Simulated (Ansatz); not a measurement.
`N#[C][In]([F])[F]` + `C[SeH]` → `C[Se]C#N` + `[F][InH][F]`  (substitution at a C–In bond)

Calculated with Ansatz (gas phase, PBE0-D4/def2-TZVP geometries, no zero-point term in ΔE). CCSD(T)/CBS adds triple-zeta CCSD(T) − MP2 to the extrapolated MP2 energy (def2 sets, frozen cores). DFT in def2-TZVPP. def2 core potentials past Kr. For In, Se outer-core shells are correlated without core-valence functions, which leaves a few kJ/mol of doubt a bond. Scalar relativity is left out up to krypton.

**Question.** Is it downhill or uphill in electronic energy at CCSD(T)/CBS, and by how much? (Estimate.)

**Answer.** The calculation gave: Uphill: ΔE = +31.5 kJ/mol.

**Question.** What do these levels give: r2SCAN0-D4, PBE, revPBE, r2SCANh, BHLYP, CCSD(T)/def2-SVP? (Estimate.)

**Answer.** Computed: r2SCAN0-D4 21.4, PBE 12.2, revPBE 15.6, r2SCANh 18.9, BHLYP 28.7, CCSD(T)/def2-SVP 43.4 kJ/mol.

Largest T1 diagnostic among the species: 0.017.

From BLYP to BHLYP (50 % exact exchange), in def2-TZVPP and without D4, ΔE moves by +12.5 kJ/mol. In def2-TZVPP, CCSD(T) changes the Hartree–Fock value by −11.0 kJ/mol (the triples alone add −2.3 kJ/mol) and MP2 by −14.9 kJ/mol.
